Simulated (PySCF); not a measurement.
Computed with PBE0 in PySCF with Ta def2-TZVP with ECP60, O def2-TZVP; scalar-relativistic core potentials, no spin–orbit coupling; density-fitted integrals. Open shells, if any, are unrestricted.

Task: What shape and geometry does isolated doublet TaO2 take (every ligand bound to Ta)?

Result: Formally Ta is in oxidation state +4, d1, with 1 unpaired electron. The Mulliken spin on Ta is 1.20. The polar-tensor charge on Ta, 1.55, is far below the formal one. The lowest minimum found is a doublet of C2v symmetry with Ta–O 1.719 Å (×2); O–Ta–O 105.5°. Its harmonic wavenumbers are 345 (a1), 959 (b2), 1027 (a1) cm⁻¹ and its dipole moment is 5.53 D.

Only a few start shapes were tried, so a lower isomer may exist. Open d and f shells are described by one determinant, and the ground state may have another occupation or spin. Spin–orbit coupling, left out here, can matter for elements this heavy.
